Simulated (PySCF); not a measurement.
## CuO: from constants to spectrum

r²SCAN constants of CuO, ²Π (doublet), unpaired electrons π ↑ (basis Cu def2-TZVPPD, O def2-TZVPPD; no relativity; PySCF 2.14; masses 62.9296 and 15.9949 u):

```
ωe                      : 658.8 cm⁻¹
ωexe                    : 4.91 cm⁻¹
Be                      : 0.44943 cm⁻¹
αe                      : 0.00465 cm⁻¹
De to Cu (3d10 4s1) + O : 3.11 eV
```

Question: What force constant and bond length do these constants imply?

Answer: Reduced mass μred = 12.753 u; k = 5.8918×10⁻⁷·μred·ωe² (u, cm⁻¹, mdyn/Å) = 3.26 mdyn/Å; Re = √(16.8576/(μred·Be)) (u, cm⁻¹, Å) = 1.715 Å.

Question: Estimate the centrifugal constant D from the Kratzer relation and find the Dunham coefficient a1.

Answer: D = 4Be³/ωe² = 8.37e-07 cm⁻¹; a1 = −1 − αeωe/(6Be²) = -3.53.

With d or f electrons several states lie close, and the lowest PBE0 determinant need not be the measured ground state.
